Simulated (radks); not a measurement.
Results of a calculation; reference values are marked as such.
The promethium ion Pm2+, configuration [Kr] 4d10 4f5 5s2 5p5.75 6s0.25 (fractional occupations, a model configuration). Code: a radial shooting solver on a logarithmic mesh with Libxc functionals. Model: non-relativistic Kohn-Sham, r2SCAN, spin-polarised, spherical densities, point nucleus; open shells are filled with parallel spins first (spin-orbit coupling, left out, can overturn this in heavy ions); meta-GGA in the generalised Kohn-Sham scheme; relativity is left out, which matters for an element this heavy.

Unscreened Slater integrals over Kohn-Sham orbitals (cm^-1). They are taken over the spin-up orbitals.

integral    value
F0(6s,6s)   51475
F0(6s,4f)   66729
G3(6s,4f)  2645.4
F0(6s,5p)   63403
G1(6s,5p)  4757.4
F0(6s,5s)   64200
G0(6s,5s)  2937.8
F0(4f,4f)  215960
F2(4f,4f)  100770
F4(4f,4f)   62855
F6(4f,4f)   45115
F0(4f,5p)  139360
F2(4f,5p)   48974
G2(4f,5p)   26439
G4(4f,5p)   20248
F0(4f,5s)  151670
G3(4f,5s)   28187
F0(5p,5p)  117010
F2(5p,5p)   63310
F0(5p,5s)  123140
G1(5p,5s)   84506
F0(5s,5s)  130590

Derived for the open shells (J is the average intra-shell exchange parameter used in DFT+U). 4f: F4/F2 = 0.624, F6/F2 = 0.448, J = (286 F2 + 195 F4 + 250 F6)/6435 = 8136 cm^-1. 5p: J = F2/5 = 12660 cm^-1.
